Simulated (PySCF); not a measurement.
Geometries of 2 isomers of C6H5NOSe, from PySCF 2.14.0, PBE0-D3(BJ)/def2-SVP geometry optimisation, gas phase. One conformer each, no zero-point energy, no frequencies.

Question: Which isomer lies lower at this level?
A.
```xyz
14
angstrom
C      4.132   -0.018    0.733
C      2.935    0.141    0.603
C      1.551    0.370    0.454
C      0.540   -0.545    0.326
C     -0.747    0.080    0.196
O     -1.822   -0.697    0.063
C     -3.064   -0.037   -0.062
N     -0.834    1.381    0.210
Se     0.808    2.095    0.403
H      5.190   -0.168    0.847
H      0.681   -1.625    0.325
H     -3.075    0.619   -0.947
H     -3.822   -0.823   -0.163
H     -3.273    0.582    0.824
```
B.
```xyz
14
angstrom
C     -4.200    0.470    0.514
N     -3.027    0.444    0.395
C     -1.684    0.433    0.260
C     -0.746    1.426    0.298
C      0.509    0.783    0.088
C      0.230   -0.552   -0.060
Se     1.274   -2.084   -0.367
C      2.978   -1.164   -0.414
O     -1.096   -0.770    0.044
H     -0.940    2.483    0.456
H      1.488    1.254    0.052
H      3.174   -0.669    0.546
H      3.001   -0.440   -1.238
H      3.738   -1.937   -0.587
```

Answer: B. That is `[C-]#[N+]c1ccc([Se]C)o1`, 9.4 kcal/mol below the other.

```
                 SMILES                                    atoms numbered as above       E (Eh)  relative (kcal/mol)  relative (kJ/mol)  dipole (D)
[C-]#[N+]c1ccc([Se]C)o1  [C-:1]#[N+:2][c:3]1[cH:4][cH:5][c:6]([Se:7][CH3:8])[o:9]1  -2761.84935                  0.0                0.0        5.56
      C#Cc1cc(OC)n[se]1    [CH:1]#[C:2][c:3]1[cH:4][c:5]([O:6][CH3:7])[n:8][se:9]1  -2761.83432                  9.4               39.5        0.65
```
